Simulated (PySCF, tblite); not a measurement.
Calculations on `C#C[C][SiH3]` [triplet], in the order of a workflow; each names the level of the geometry that it ran on. Settings lines and outputs come from a driver script.

Species: C3H4Si (triplet state).
Bonds: C1–C2 (triple), C2–C3, C3–Si4. Hydrogens: H5 on C1; H6, H7, H8 on Si4.

Step 1: GFN2-xTB geometry optimisation, gas phase (tblite 0.8.0) (from a force-field or distance-geometry start)
```json
{"job": {"kind": "relax", "xc": "GFN2-xTB", "basis": "xTB"}, "charge": 0, "multiplicity": 3}
```
```
step      E/eV     max force
  0    -270.67754    6.636
  1    -271.24825    4.951
  2    -271.26184    6.206
...
  9    -271.75697    0.371
 10    -271.76969    0.473
 11    -271.77578    0.281
 12    -271.77691    0.062
 13    -271.77700    0.006
```

Energy lowered by 25.4 kcal/mol over 13 steps; largest atomic force 0.006 eV/Å at the end. «max force» is the largest atomic force in eV/Å.

Step 2: GFN2-xTB harmonic vibrations, gas phase (tblite 0.8.0) (on the GFN2-xTB geometry)
```json
{"job": {"kind": "ir", "xc": "GFN2-xTB", "basis": "xTB"}, "charge": 0, "multiplicity": 3}
```
```
(table of modes left out)
```

18 modes from 88 to 3388 cm⁻¹ (unscaled, harmonic); zero-point energy 27.1 kcal/mol; all wavenumbers are real at this level.

Step 3: UKS B3LYP, pcH-1 on C H Si, non-relativistic, mean-field spin-orbit, GIAO (PySCF 2.14.0) (on the GFN2-xTB geometry)
```json
{"job": {"kind": "epr", "basis": "pcH-1"}, "charge": 0, "multiplicity": 3}
```
```
...
E = -406.07915345 Eh   <S^2> = 2.0494 (exact 2.0000)
g shifts (ppm)      1          2          3
  rmc          -134       -134       -134
  gc             28         11         11
  oz_so         -10        313        315
  total        -115        190        192
hyperfine (MHz)  atom isotope    a_iso     a_fc   dipolar eigenvalues
    0   13C      51.88      51.96    -49.74     24.87     24.87
    1   13C     -59.77     -59.80    -11.08    -11.08     22.16
    2   13C      54.13      54.22    -53.13     26.56     26.58
    3  29Si      30.77      30.82     -0.97     -0.96      1.93
    4    1H     -46.23     -46.23    -11.97    -11.97     23.95
    5    1H      31.04      31.04     -2.29     -1.64      3.93
    6    1H      31.12      31.12     -2.30     -1.64      3.94
    7    1H      31.26      31.26     -2.30     -1.64      3.94
zero-field splitting (cm-1)  D = 0.4365  E = 0.0000  (spin-spin 0.3752, spin-orbit 0.0612)
```

⟨S²⟩ 2.049; g_iso 2.0024. rmc, gc and oz_so are the mass-correction, gauge-correction and orbital-Zeeman/spin–orbit parts of the g shift along its three principal axes; a_iso is the isotropic hyperfine coupling and a_fc its Fermi-contact part. The log counts atoms from 0, this text from 1.

Q: Which step took the most CPU time, and about what did each take on one thread, AMD EPYC (x86_64), shared host?

A: Step 3, about 99 % of the total. CPU time by step: 1: 0.15 s, 2: 0.32 s, 3: 36 s.

Geometry of the electronic-property runs (GFN2-xTB):
```
atom  x, y, z in Å
C1     2.497    0.403    0.950
C2     1.340    0.216    0.517
C3     0.154    0.027    0.068
Si4   -1.532   -0.246   -0.558
H5     3.466    0.559    1.317
H6    -1.947    0.929   -1.335
H7    -1.534   -1.439   -1.412
H8    -2.435   -0.439    0.583
```

This triplet need not be the ground state; the singlet was not compared here. (This holds for the electronic-property runs.)
